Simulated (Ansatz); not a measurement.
Consider the hydrogenolysis of a Ge–S bond: `NB[S][GeH3]` + H₂ → GeH₄ + `NBS`.

Calculated with Ansatz (gas phase, PBE0-D4/def2-TZVP geometries, no zero-point term in ΔE). CCSD(T)/CBS adds triple-zeta CCSD(T) − MP2 to the extrapolated MP2 energy (def2 sets, frozen cores). This one scheme is used for every species. DFT in def2-TZVPP. For Ge outer-core shells are correlated without core-valence functions, which leaves a few kJ/mol of doubt a bond. Scalar relativity is left out up to krypton. Each species was taken in one conformer, which may not be the lowest.

`NB[S][GeH3]`:

Z-matrix (Å, degrees):
```
Ge
S 1 2.222
H 1 1.536 2 110.0
H 1 1.535 2 106.1 3 -119.4
H 1 1.536 2 110.0 3 121.3
B 2 1.820 1 98.9 3 -60.5
N 6 1.391 2 119.8 1 180.0
H 6 1.197 2 121.0 1 -0.0
H 7 1.006 6 123.8 2 -0.0
H 7 1.005 6 122.2 2 180.0
```

H₂:

```xyz
2

H    -0.346    0.128    0.053
H     0.346   -0.128   -0.053
```

GeH₄:

Z-matrix (Å, degrees):
```
Ge
H 1 1.534
H 1 1.534 2 109.5
H 1 1.534 2 109.5 3 -120.0
H 1 1.534 2 109.5 3 120.0
```

`NBS`:

Cartesian coordinates in Å:
```
N -0.459 -0.723 -0.810
B 0.215 -0.083 0.224
S -0.070 1.683 0.540
H -1.118 -0.270 -1.422
H -0.324 -1.698 -1.010
H 0.982 -0.696 0.904
H 0.774 1.786 1.575
```

| level | ΔE (kJ/mol) | difference from CCSD(T)/CBS |
| --- | --- | --- |
| BLYP-D4 | 25.1 | -0.6 |
| PBE0-D4 | 24.3 | -1.4 |
| PBE-QIDH | 24.5 | -1.2 |
| BLYP | 12.2 | -13.5 |
| r2SCAN0 | 22.2 | -3.5 |
| RPA@PBE/def2-TZVPP | 19.9 | -5.8 |
| HF/def2-SVP | -3.4 | -29.1 |
| CCSD/def2-SVP | 5.5 | -20.2 |
| HF/def2-TZVPP | 5.0 | -20.7 |
| CCSD/CBS(def2) | 20.6 | -5.1 |
| CCSD(T)/CBS | 25.7 | 0 |

Largest T1 diagnostic among the species: 0.012.

At CCSD(T), def2-SVP lies −16.7 kJ/mol from the extrapolated value and def2-TZVPP −2.9 kJ/mol. Leaving LDA and LC-ωPBE aside and taking each functional with its dispersion term where it has one, the values, not all of them listed here, spread over 15.2 kJ/mol, from CAM-B3LYP-D4 to revPBE-D4. In def2-TZVPP, CCSD(T) changes the Hartree–Fock value by +17.8 kJ/mol (the triples alone add +5.1 kJ/mol) and MP2 by +27.9 kJ/mol.
